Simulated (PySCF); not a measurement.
Vertical excitations of a molecule C₃H₇Si, multiplicity 2 from TDA-PBE0/def2-SVPD in PySCF, as energy in eV (oscillator strength): 4.22 (0.025), 4.22 (0.010), 4.42 (0.027), 5.10 (0.035), 5.55 (0.031), 5.78 (0.070), 6.04 (0.002), 6.27 (0.000), 6.35 (0.023), 6.77 (0.001). Coordinates come from a PBE0-D3(BJ)/def2-SVP optimisation. One conformer was computed; it need not be the lowest.

Problem. Which molecule gave these data?
A. [CH]1CC[SiH2]1
B. [CH]1C[SiH2]C1
C. C1C[SiH]C1

Solution. C, C1C[SiH]C1
